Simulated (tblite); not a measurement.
Task: Give a GFN2-xTB geometry of `O=CO[C@H]1OCCC1=O`.

Result: 
```xyz
15
C5H6O4 angstrom
O      3.313   -0.021   -0.012
C      2.559   -0.916   -0.232
O      1.232   -0.867   -0.216
C      0.613    0.403    0.064
O     -0.088    0.867   -1.027
C     -1.403    0.314   -0.992
C     -1.770    0.218    0.489
C     -0.427    0.141    1.173
O     -0.184   -0.085    2.320
H      2.857   -1.948   -0.479
H      1.399    1.118    0.337
H     -1.401   -0.677   -1.459
H     -2.041    0.987   -1.564
H     -2.385   -0.644    0.737
H     -2.280    1.117    0.841
```

Any rigid rotation of these coordinates is as good. Atoms count from 1 in this order. The 6 C–O bonds span 1.191 Å (O1=C2, drawn double) to 1.440 Å (O3–C4, drawn single), a spread of 0.249 Å. The 3 C–C bonds span 1.509 Å (C7–C8, drawn single) to 1.543 Å (C4–C8, drawn single), a spread of 0.034 Å. Of the pairs four or more bonds apart, O1···H11 is among the closest relative to their van der Waals radii: 2.25 Å, 83 % of the sum of Bondi's values. O3 (ester single-bonded oxygen) is bent (angle 117.7°).

Bonds between heavy atoms (Å): O1=C2 1.191, C2–O3 1.328, O3–C4 1.440, C4–O5 1.378, O5–C6 1.426, C6–C7 1.529, C7–C8 1.509, C8=O9 1.194, C4–C8 1.543.

The geometry is computed with GFN2-xTB (gas phase).

Point group: C1 (no symmetry element, even within 0.4 Å). Its GFN2-xTB frequencies are all real (lowest 35 cm⁻¹). The numbers are those of one conformer (O1–C2–O3–C4 2°, C2–O3–C4–O5 115°, O3–C4–O5–C6 86°, C4–O5–C6–C7 34°, O5–C6–C7–C8 -25°, C6–C7–C8–O9 -171°).

Run on one thread, Arm Neoverse N1 (shared host). This is the geometry optimisation.
